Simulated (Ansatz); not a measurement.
# Energy profile

The step: SnH₃Cl ([Cl][SnH3]) + HBr → SnH₃Br ([Br][SnH3]) + HCl; bonds formed: Sn1–Br7, Cl2–H6; bonds broken: Sn1–Cl2, H6–Br7 (atoms numbered as in the saddle structure below).

| atom | x (Å) | y (Å) | z (Å) |
| --- | --- | --- | --- |
| Sn1 | -0.7241 | 0.3092 | -0.2643 |
| Cl2 | 0.6333 | -1.9077 | 0.4265 |
| H3 | -0.4177 | 1.3771 | -1.5521 |
| H4 | -1.2423 | 0.9423 | 1.2184 |
| H5 | -1.8066 | -0.8789 | -0.8512 |
| H6 | 1.5765 | -0.7778 | 0.5781 |
| Br7 | 1.9809 | 0.9361 | 0.4445 |

Electronic energies by CCSD(T) at an estimated basis limit (MP2 extrapolated from triple and quadruple zeta, plus CCSD(T) − MP2 in triple zeta), on PBE0-D4/def2-TZVP structures; SnH$_{4}$BrCl, closed shell; no counterpoise correction. Ansatz 0.2.0; basis: def2-TZVPP and def2-QZVPP; cores frozen in the correlated methods. Filled d shells of the heavier atoms are correlated. Core potentials replace the inner electrons of the atoms past krypton. The def2 sets are not built for correlating such inner shells, so the correlated values are less sure here. Extrapolation: Hartree–Fock as exp(−7.88 √X), correlation as X^−2.97.

**Question.** Give the profile in kcal/mol, counted from the separated reactants. (Judge from chemistry; the value comes from the calculation.)

**Answer.** The calculation gives:
```tsv
point	kcal/mol
separated: SnH$_{3}$Cl (linked as [Cl][SnH3]; Sn1, Cl2, H3, H4, H5; singlet) + HBr (H6, Br7; singlet)	0.00
start structure	-3.80
saddle	18.63
end structure	-7.75
separated: SnH$_{3}$Br (linked as [Br][SnH3]; Sn1, H3, H4, H5, Br7; singlet) + HCl (Cl2, H6; singlet)	-3.87
```

No T1 diagnostic of these runs exceeds 0.012.

For scale, one of the runs: CCSD(T)/def2-TZVPP, 196 basis functions (an equivalent command: `ansatz run in.yaml --threads 4`). Hardware: 4 CPU threads, shared host. Wall time 74 s; peak host memory 2.6 GiB.
